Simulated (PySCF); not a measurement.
PySCF job for bromo(trichloro)methane (CBrCl3), SMILES ClC(Cl)(Cl)Br, PBE/pcSseg-1. Geometry: PBE-D3(BJ)/def2-SVP.

```python
import numpy as np
from pyscf import gto, scf, dft
from pyscf.prop.nmr import rks as nmr

mol = gto.M(
    atom='''
    Cl   -1.45879981    0.84223846    1.01170943
    C    -0.00000000    0.00000001    0.42756676
    Cl    0.00000000   -1.68447691    1.01170946
    Cl    1.45879980    0.84223847    1.01170944
    Br    0.00000000   -0.00000001   -1.54750235
    ''',
    basis='pcSseg-1',
    charge=0,
    spin=0,
    max_memory=1600,
    verbose=3,
)
mf = dft.RKS(mol, xc='pbe')
mf.grids.level = 3
mf.conv_tol = 1e-10
mf.max_cycle = 100
mf.kernel()
n = nmr.NMR(mf)
n.verbose = 2
n.max_cycle_cphf = 60
sigma = n.kernel()
print('atom   isotropic/ppm   span/ppm')
for i, s in enumerate(sigma):
    w = np.linalg.eigvalsh((s + s.T) / 2)
    print(f'{mol.atom_symbol(i):2s}{i + 1:3d} {w.mean():14.3f} {w[2] - w[0]:11.3f}')
```

Log of the run:

```
converged SCF energy = -3991.52299655585
atom   isotropic/ppm   span/ppm
Cl  1        202.172     953.019
C   2         27.824       6.481
Cl  3        202.163     953.037
Cl  4        202.172     953.019
Br  5        632.743    3069.058
```

The calculation finished and met its thresholds.
